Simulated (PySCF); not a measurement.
Compound: C7H10N (doublet state).
Cartesian coordinates in Å at the GFN2-xTB level; atoms count from 1:
```
atom  x, y, z in Å
C1    -1.997    1.013   -0.993
C2    -1.422    0.129   -0.184
C3    -2.211   -0.840    0.638
C4     0.033    0.040   -0.030
N5     0.553   -0.802    0.849
C6     1.978   -0.702    0.808
C7     2.338    0.361   -0.251
C8     0.995    0.768   -0.729
H9    -1.435    1.714   -1.585
H10   -3.069    1.064   -1.089
H11   -1.975   -0.703    1.692
H12   -1.928   -1.858    0.378
H13   -3.278   -0.709    0.482
H14    2.393   -1.688    0.573
H15    2.340   -0.439    1.808
H16    2.891    1.204    0.174
H17    2.955   -0.047   -1.058
H18    0.830    1.500   -1.494
```

The hyperfine couplings belong to this conformer and change with its torsions.

As a line formula: `C=C(C)C1=NCC[CH]1` [radical].

Level of theory: UKS B3LYP, pcH-1 on C H N, non-relativistic, mean-field spin-orbit, GIAO in PySCF 2.14.0. The structure is a single GFN2-xTB conformer in the gas phase; no vibrational or solvent corrections. GFN2-xTB frequencies show an imaginary mode (20i cm⁻¹), so this geometry is no minimum at that level. A GFN2-xTB geometry isn't a minimum of the functional, and hyperfine couplings can be far from their values at a DFT geometry. Stability of the SCF solution: not tested. ⟨S²⟩ is 0.781 where a pure state has 0.75.

Principal values of hyperfine tensors in MHz (contact and dipolar terms together), for some of the nuclei:

```
atom  isotope      A1      A2      A3
 H16       1H   93.78   95.65  104.47
 H17       1H   91.91   93.76  102.57
 H14       1H   67.86   70.05   78.18
 H15       1H   66.92   69.15   77.29
 H18       1H  -74.23  -46.84  -17.59
  C4      13C  -71.46  -33.69  -29.63
  C7      13C  -26.81  -25.15  -23.96
  N5      14N   -4.23   -4.13   65.28
```

Task: Give the isotropic coupling of each nucleus in MHz and in mT (g = 2.0035), and the anisotropic part.

Result: a_iso is a third of the trace, T = A − a_iso, and a(mT) = a(MHz)/(g × 13.996).

| atom | a_iso (MHz) | a_iso (mT) | T1 | T2 | T3 |
| --- | --- | --- | --- | --- | --- |
| H16 | 97.97 | 3.494 | -4.19 | -2.31 | 6.50 |
| H17 | 96.08 | 3.426 | -4.17 | -2.32 | 6.49 |
| H14 | 72.03 | 2.569 | -4.17 | -1.98 | 6.15 |
| H15 | 71.12 | 2.536 | -4.20 | -1.97 | 6.17 |
| H18 | -46.22 | -1.648 | -28.01 | -0.62 | 28.63 |
| C4 | -44.93 | -1.602 | -26.53 | 11.24 | 15.29 |
| C7 | -25.30 | -0.902 | -1.50 | 0.16 | 1.35 |
| N5 | 18.97 | 0.677 | -23.21 | -23.10 | 46.30 |

Task: What spin density at the nucleus of H18 lies behind its contact coupling (g_N = 5.58569)?

Result: a_FC = 800.24 MHz bohr³ × g_N × ρ(0)/(2S). With a_FC = -46.22 MHz and 2S = 1, ρ(0) = -0.01034 bohr⁻³. In magnitude that is 3.2 % of the 1/π = 0.318 of a free hydrogen atom.

Task: C8 (13C, g_N = 1.40482) isn't in the table. Its spin density at the nucleus is 0.05324 bohr⁻³. What is its contact coupling?

Result: By the same relation, a_FC = 59.8 MHz. Its full tensor has the principal values 2.35, 3.55, 173.65 MHz.

Task: Which nucleus of the table has the largest anisotropic coupling, and what is its form?

Result: N5: -23.2, -23.1, 46.3 MHz, axial, in the ratio −1:−1:+2, the form that spin in one p orbital centred on that nucleus gives.

Task: What first-order splitting does H16 cause when the field lies along A1, A2 or A3 of its tensor (g taken as isotropic, no quadrupole term)?

Result: 2 lines (I = 1/2), spaced by |A_i|/(g × 13.996): 3.34, 3.41, 3.73 mT along the axes of A1, A2 and A3.
